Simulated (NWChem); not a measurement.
System: disilazane (Si2NH7); SMILES [SiH3]N[SiH3]

Program: NWChem. Each level has its own optimisation; frequencies are unscaled.

For level Hartree-Fock/3-21G:

```
Property                           Result
---------------------------------  ------
highest harmonic frequency (cm⁻¹)    3698
lowest (cm⁻¹)                          27
zero-point energy (kcal/mol)         43.9
dipole (D)                           0.91
```

Q: Estimate the same quantities for level Hartree-Fock/STO-3G.

A: 
- highest harmonic frequency (cm⁻¹): 4086
- lowest (cm⁻¹): 63
- zero-point energy (kcal/mol): 52.3
- dipole (D): 0.45
